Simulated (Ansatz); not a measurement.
Basis-set extrapolation for `CB1CC1` (PBE0-D4/def2-TZVP geometry, frozen core, Ansatz). Multiplicity 1, RHF reference.

```
                      def2-TZVPP   def2-QZVPP
                 HF  -142.370425  -142.377040
    MP2 correlation    -0.610779    -0.649048
CCSD(T) correlation    -0.678601      not run
```

Energies in hartree. Use E(X) = E(∞) + A·exp(−7.88·√X) for Hartree–Fock and E(X) = E(∞) + B·X^(−2.97) for correlation, with X = 3 and 4, and add CCSD(T) minus MP2 of the smaller set to the MP2 limit.

Question: What is the CCSD(T) energy at the basis-set limit?

Answer: HF limit: -142.377040 + (-0.006615) × 0.13774 = -142.37795. MP2 limit: -0.649048 + (-0.038269) × 0.74074 = -0.67740. Higher-order term: -0.678601 − (-0.610779) = -0.06782. Total: -143.12317 hartree, 46.5 kcal/mol below CCSD(T)/def2-TZVPP.
